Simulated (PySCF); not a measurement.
## Radial density of Sc+ (scandium, charge +1)

PBEsol, [Ar] 3d1 4s1, high-spin 3D determinant. All numbers are calculated (PySCF 2.14, scalar relativity by spin-free X2C-1e, in x2c-QZVPPall (11s7p5d3f2g, 96 functions)).

```csv
r (bohr),4πr²ρ (e/bohr),4πr²(ρα − ρβ)
0.00121,0.1387,0.0001
0.00203,0.3616,0.0002
0.00342,0.9223,0.0005
0.00574,2.269,0.0011
0.00966,5.251,0.0026
0.0163,10.93,0.0053
0.0273,19.03,0.0085
0.0460,24.70,0.0079
0.0773,21.57,-0.0006
0.130,18.71,0.0013
0.219,25.99,0.0398
0.368,17.59,0.1047
0.619,6.881,0.3811
1.04,8.666,0.5741
1.75,2.689,0.4956
2.95,0.5855,0.5147
4.96,0.1138,0.1136
8.34,0.001626,0.0016
```

Densities and radii are taken from the X2C orbitals without a picture-change correction, which distorts them close to the nucleus.
